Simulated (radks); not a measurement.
Values are calculated unless marked as measured or tabulated.
The mean radii <r> (bohr) of the occupied orbitals of an atom or ion are listed with their occupations. Level of theory: Dirac Kohn-Sham, PBE, spin-unpolarised, spherical densities, finite nucleus; Fermi nuclear charge, rms radius of each element as measured or else 0.836 A^(1/3) + 0.57 fm (a radial shooting solver on a logarithmic mesh with Libxc functionals).

| orbital | occ. | <r> |
|---|---|---|
| 1s1/2 | 2 | 0.03040 |
| 2s1/2 | 2 | 0.1313 |
| 2p1/2 | 2 | 0.1112 |
| 2p3/2 | 4 | 0.1164 |
| 3s1/2 | 2 | 0.3580 |
| 3p1/2 | 2 | 0.3494 |
| 3p3/2 | 4 | 0.3604 |
| 3d3/2 | 4 | 0.3326 |
| 3d5/2 | 6 | 0.3361 |
| 4s1/2 | 2 | 0.8759 |
| 4p1/2 | 2 | 0.9324 |
| 4p3/2 | 4 | 0.9619 |
| 4d3/2 | 4 | 1.190 |
| 4d5/2 | 5 | 1.203 |

Name the element and its charge. Open shells, if any, fill j = l - 1/2 first.

Answer. Z = 48, cadmium, charge +3: Cd3+ in [Kr] 4d9. The 1s radius gives Z: for a bare nucleus <r> = (2 gamma + 1)/(2Z) with gamma = sqrt(1 - (Z/c)^2), 0.02993 bohr for Z = 48, and screening makes it slightly larger (0.03040 here). The occupations add up to 45, and the charge is Z minus that.
